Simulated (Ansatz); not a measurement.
CH7NO2Si, SMILES `N[SiH2]C(O)O`. Charge 0, multiplicity 1. The structure was optimised at the PBE0-D4/def2-TZVP level. It is one conformer, not always the lowest.

```xyz
12

N     1.616   -0.022   -0.547
Si    0.449   -0.930    0.351
C    -1.064    0.227    0.375
O    -0.640    1.528    0.684
O    -1.628    0.150   -0.919
H     2.587   -0.075   -0.286
H     1.521    0.030   -1.550
H     0.094   -2.257   -0.221
H     0.998   -1.099    1.721
H    -1.811   -0.026    1.137
H     0.203    1.663    0.227
H    -2.326    0.812   -0.973
```

(1) What is the dipole moment at PBE/def2-TZVPP? (Best estimate.)

(2) And with r2SCAN, B3LYP, ωB97M-V? (Estimate.)

(3) Give the Mulliken charges with PBE, r2SCAN, ωB97M-V in def2-TZVPP. (Best estimate.)

## Answers

(1) The calculation gave: 1.45 D, with components (1.20, -0.08, -0.81) D in this frame, pointing from negative to positive charge.

(2) Ansatz gave: r2SCAN 1.47 D, B3LYP 1.45 D, ωB97M-V 1.47 D.

(3) Ansatz gave: 
```tsv
atom	PBE	r2SCAN	ωB97M-V
N1	-0.43	-0.50	-0.42
Si2	0.32	0.43	0.34
C3	0.10	0.18	0.08
O4	-0.30	-0.36	-0.33
O5	-0.30	-0.35	-0.32
H6	0.16	0.16	0.12
H7	0.16	0.17	0.14
H8	-0.08	-0.09	-0.04
H9	-0.07	-0.08	-0.03
H10	0.07	0.04	0.10
H11	0.19	0.20	0.19
H12	0.18	0.19	0.17
```

B3LYP here is the variant with VWN-RPA as its local correlation; programs differ in this.
